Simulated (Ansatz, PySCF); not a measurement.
Species: sum formula SiOBr₃ (charge 0, doublet). It need not be the lowest isomer of its formula. SMILES: Br[Si](Br)([O])Br
Geometry from a B3LYP-D3(BJ)/def2-TZVP (Ansatz, a first-principles code) optimisation:
```
Si
O 1 1.6269
Br 1 2.2008 2 113.81
Br 1 2.2008 2 113.81 3 -125.81
Br 1 2.2187 2 95.29 3 117.09
```
Charge 0, spin multiplicity 2.

Wanted: atomisation energy (electronic, to ground-state atoms), in kcal/mol. Cores are frozen in the correlated levels unless marked. UHF or UKS for open shells. No spin-orbit coupling. Frozen are the shells of the preceding noble gas and the d and f shells that filled before the atom's block. No relativistic terms. The coupled-cluster limit lacks core correlation, which all-electron functionals hold. CBS marks a two-point X^-3 extrapolation of the correlation energy; Hartree-Fock from the larger set. [CCSD(T)-MP2]/basis is that difference in the basis named.

```csv
level,program,atomisation energy (kcal/mol),minus last row
HF/def2-SVP,Ansatz,220.5,-120.0
SVWN5/def2-TZVPD,Ansatz,414.3,73.8
BLYP-D4/def2-TZVPD,Ansatz + dftd4,343.5,3.0
BLYP/def2-TZVPD,Ansatz,330.5,-10.0
revPBE-D3(BJ)/def2-TZVPD,Ansatz + dftd3,344.7,4.2
revPBE-D4/def2-TZVPD,Ansatz + dftd4,347.3,6.8
r2SCAN-D4/def2-TZVPD,Ansatz + dftd4,355.2,14.7
PBE0/def2-QZVPP,Ansatz,341.6,1.1
BHLYP/def2-TZVPD,Ansatz,314.6,-25.9
TPSSh-D4/def2-TZVPD,PySCF + dftd4,346.3,5.8
r2SCANh/def2-TZVPD,Ansatz,348.1,7.6
HSE06/def2-TZVPD,Ansatz,341.9,1.4
CAM-B3LYP/def2-TZVPD,Ansatz,330.2,-10.3
LC-wPBE-D3(BJ)/def2-TZVPD,Ansatz + dftd3,339.8,-0.7
wB97M-V/def2-TZVPD,Ansatz,340.4,-0.1
wB97X-V/def2-TZVPD,Ansatz,343.8,3.3
B2GP-PLYP-D3(BJ)/def2-TZVPD,Ansatz + dftd3,338.3,-2.2
RI-MP2/def2-TZVPP,Ansatz,339.7,-0.8
SCS-MP2/def2-TZVPP,Ansatz,327.8,-12.7
CCSD/def2-TZVPP,Ansatz,313.7,-26.8
"RI-MP2/CBS(def2-TZVPP,def2-QZVPP)+[CCSD(T)-MP2]/def2-TZVPP",Ansatz,340.5,0.0
```
